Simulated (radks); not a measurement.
The numbers below are computed, except where a source is named.
Valence configurations of Nb (all share [Kr]). Level of theory: non-relativistic Kohn-Sham, PBE, spin-polarised, spherical densities, point nucleus; open shells are filled with parallel spins first (spin-orbit coupling, left out, can overturn this in heavy ions); relativity is left out, which matters for an element this heavy (a radial shooting solver on a logarithmic mesh with Libxc functionals). Energies are relative to 4d4 5s1; eigenvalues in eV for spin up.

| valence | E (eV) | moment (Bohr magnetons) | e(4d) | e(5p) | e(5s) |
|---|---|---|---|---|---|
| 4d4 5s1 | 0.000 | 5 | -3.921 | - | -4.184 |
| 4d4.5 5s0.5 | 0.233 | 5 | -3.131 | - | -3.788 |
| 4d5 | 0.648 | 5 | -2.448 | - | - |
| 4d3.5 5s1 5p0.5 | 1.511 | 5 | -5.354 | -1.882 | -4.981 |
| 4d3 5s2 | 1.672 | 3 | -5.771 | - | -4.807 |
| 4d4 5p1 | 2.912 | 5 | -5.001 | -1.931 | - |
| 4d3 5s1 5p1 | 3.478 | 5 | -6.807 | -2.409 | -5.746 |
| 4d2 5s1 5p2 | 8.839 | 5 | -9.759 | -3.415 | -7.201 |
| 5s2 5p3 | 23.098 | 3 | - | -4.761 | -9.230 |
| 5s1 5p4 | 27.654 | 3 | - | -5.159 | -9.785 |

NIST lists [Kr] 4d4 5s1 as the ground configuration; this level of theory agrees among the configurations tried. The energies are those of spherical high-spin densities, not of single terms. Relativity is left out, which favours d and f over s occupation in heavy atoms.
